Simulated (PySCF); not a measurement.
## How the method moves the HOMO and LUMO of `BSB(Cl)SC`

Compound: CH5B2ClS2.
Atom-mapped SMILES: `[BH2:1][S:2][B:3]([Cl:4])[S:5][CH3:6]` (hydrogens: H7, H8 on B1; H9, H10, H11 on C6)

Cartesian coordinates in Å at the PBE0-D3(BJ)/def2-SVP level; atoms count from 1:
```xyz
11
CH5B2ClS2 angstrom
B     -2.6452   -0.1382    0.8597
S     -0.9003    0.2503    0.8370
B     -0.1573   -0.6910   -0.5529
Cl    -1.0754   -1.7324   -1.6254
S      1.5919   -0.5750   -0.8797
C      2.2293    0.5646    0.3809
H     -3.1379   -0.8904    0.0637
H     -3.2750    0.4084    1.7283
H      1.7748    1.5588    0.2799
H      2.0487    0.1761    1.3917
H      3.3107    0.6409    0.2093
```

Basis pcSseg-1 throughout (PySCF), one geometry. The structure is a single PBE0-D3(BJ)/def2-SVP conformer in the gas phase; no vibrational or solvent corrections.

Question: How do the orbital energies, the gap and the dipole change with the method?

Answer: 
```json
{"method": "BLYP", "kind": "GGA", "HOMO (eV)": "-6.43", "LUMO (eV)": "-2.72", "gap (eV)": "3.71", "μ (D)": "1.97", "SCF cycles": "14"}
{"method": "B97-D", "kind": "GGA", "HOMO (eV)": "-6.58", "LUMO (eV)": "-2.73", "gap (eV)": "3.85", "μ (D)": "1.95", "SCF cycles": "14"}
{"method": "PBE", "kind": "GGA", "HOMO (eV)": "-6.64", "LUMO (eV)": "-2.94", "gap (eV)": "3.70", "μ (D)": "2.00", "SCF cycles": "15"}
{"method": "OPBE", "kind": "GGA", "HOMO (eV)": "-6.65", "LUMO (eV)": "-2.84", "gap (eV)": "3.81", "μ (D)": "1.97", "SCF cycles": "15"}
{"method": "KT3", "kind": "GGA", "HOMO (eV)": "-6.68", "LUMO (eV)": "-2.83", "gap (eV)": "3.85", "μ (D)": "1.92", "SCF cycles": "14"}
{"method": "KT2", "kind": "GGA", "HOMO (eV)": "-6.70", "LUMO (eV)": "-2.92", "gap (eV)": "3.78", "μ (D)": "1.97", "SCF cycles": "14"}
{"method": "BP86", "kind": "GGA", "HOMO (eV)": "-6.74", "LUMO (eV)": "-3.01", "gap (eV)": "3.73", "μ (D)": "2.00", "SCF cycles": "14"}
{"method": "LDA", "kind": "LDA", "HOMO (eV)": "-6.78", "LUMO (eV)": "-3.20", "gap (eV)": "3.58", "μ (D)": "2.09", "SCF cycles": "14"}
{"method": "B3LYP", "kind": "global hybrid", "HOMO (eV)": "-7.50", "LUMO (eV)": "-2.21", "gap (eV)": "5.29", "μ (D)": "1.91", "SCF cycles": "12"}
{"method": "B97-2", "kind": "global hybrid", "HOMO (eV)": "-7.52", "LUMO (eV)": "-2.05", "gap (eV)": "5.47", "μ (D)": "1.91", "SCF cycles": "12"}
{"method": "PBE0", "kind": "global hybrid", "HOMO (eV)": "-7.77", "LUMO (eV)": "-2.08", "gap (eV)": "5.68", "μ (D)": "1.93", "SCF cycles": "12"}
{"method": "mPW1PW91", "kind": "global hybrid", "HOMO (eV)": "-7.79", "LUMO (eV)": "-2.08", "gap (eV)": "5.71", "μ (D)": "1.92", "SCF cycles": "12"}
{"method": "BHandHLYP", "kind": "global hybrid", "HOMO (eV)": "-8.72", "LUMO (eV)": "-1.02", "gap (eV)": "7.69", "μ (D)": "1.86", "SCF cycles": "12"}
{"method": "CAM-B3LYP", "kind": "range-separated hybrid", "HOMO (eV)": "-8.98", "LUMO (eV)": "-0.96", "gap (eV)": "8.03", "μ (D)": "1.86", "SCF cycles": "12"}
{"method": "wB97X-D", "kind": "range-separated hybrid", "HOMO (eV)": "-9.58", "LUMO (eV)": "-0.29", "gap (eV)": "9.29", "μ (D)": "1.88", "SCF cycles": "13"}
{"method": "HF", "kind": "Hartree–Fock", "HOMO (eV)": "-10.29", "LUMO (eV)": "1.46", "gap (eV)": "11.75", "μ (D)": "1.84", "SCF cycles": "11"}
{"method": "LC-wPBE", "kind": "range-separated hybrid", "HOMO (eV)": "-10.37", "LUMO (eV)": "0.06", "gap (eV)": "10.43", "μ (D)": "1.83", "SCF cycles": "13"}
```

The HOMO spans 3.94 eV, from BLYP down to LC-wPBE, and the gap runs from 3.58 eV (LDA) to 11.75 eV (HF). Over the methods BLYP (0 %), B97-D (0 %), PBE (0 %), OPBE (0 %), KT3 (0 %), KT2 (0 %), BP86 (0 %), LDA (0 %), B3LYP (20 %), B97-2 (21 %), PBE0 (25 %), mPW1PW91 (25 %), BHandHLYP (50 %), HF (100 %), a straight line through the gap against the share of exact exchange rises by 0.80 eV for each 10 % (correlation coefficient 0.999). The dipole ranges from 1.83 D (LC-wPBE) to 2.09 D (LDA). This basis has no diffuse functions.
